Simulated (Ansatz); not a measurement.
FH$_{3}$O$_{2}$SeZr (`[OH][Zr]([OH])([F])[SeH]`). Charge 0, multiplicity 1. Zr takes the def2 core potential. The geometry is a stationary point of PBE0-D4/def2-TZVP. It is one conformer, not always the lowest.

```xyz
8

O    -1.368    0.893    0.587
Zr    0.330    0.187    0.089
O     1.037   -1.074    1.323
F     1.531    1.656   -0.123
Se    0.089   -1.129   -2.147
H    -2.233    1.093    0.932
H     1.260   -1.636    2.059
H    -0.646    0.010   -2.721
```

(1) What is the dipole moment at r2SCAN/def2-TZVPP? (Estimate.)

(2) And with PBE, B3LYP, ωB97M-V? (An estimate is asked.)

(3) Give the Mulliken charges with r2SCAN, PBE, B3LYP in def2-TZVPP. (Best estimate.)

## Answers

(1) The calculation gave: 3.61 D, with components (-1.80, -0.33, 3.12) D in this frame, pointing from negative to positive charge.

(2) Ansatz gave: PBE 3.54 D, B3LYP 3.59 D, ωB97M-V 3.72 D.

(3) Ansatz gave: 
| atom | r2SCAN | PBE | B3LYP |
| --- | --- | --- | --- |
| O1 | -0.53 | -0.47 | -0.52 |
| Zr2 | 1.30 | 1.15 | 1.31 |
| O3 | -0.53 | -0.47 | -0.51 |
| F4 | -0.39 | -0.35 | -0.40 |
| Se5 | -0.32 | -0.30 | -0.30 |
| H6 | 0.20 | 0.19 | 0.19 |
| H7 | 0.20 | 0.19 | 0.19 |
| H8 | 0.07 | 0.06 | 0.05 |

B3LYP here is the variant with VWN-RPA as its local correlation; programs differ in this.
